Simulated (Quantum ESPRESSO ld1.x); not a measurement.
These are the eigenvalues of the occupied orbitals of an atom or ion with whole-number occupations (eV). Method: scalar-relativistic Kohn-Sham, BLYP, spin-unpolarised, spherical densities, point nucleus; computed with ld1.x of Quantum ESPRESSO 7.5.

| orbital | eigenvalue |
|---|---|
| 1s | -2647.344 |
| 2s | -409.278 |
| 2p | -359.784 |

Which element is it, and in what charge state? The configuration may be excited.

Answer. Z = 16, sulfur, charge +8: S8+ in [He] 2s2 2p4. The list shows which subshells hold electrons but not how many an open one holds; the 1s level, -97.288 hartree, gives Z - s = 13.9 by -(Z - s)^2/2, which with screening and relativity narrows Z to a few neighbours, and the depths of the outer levels then fix element, charge and occupations together.
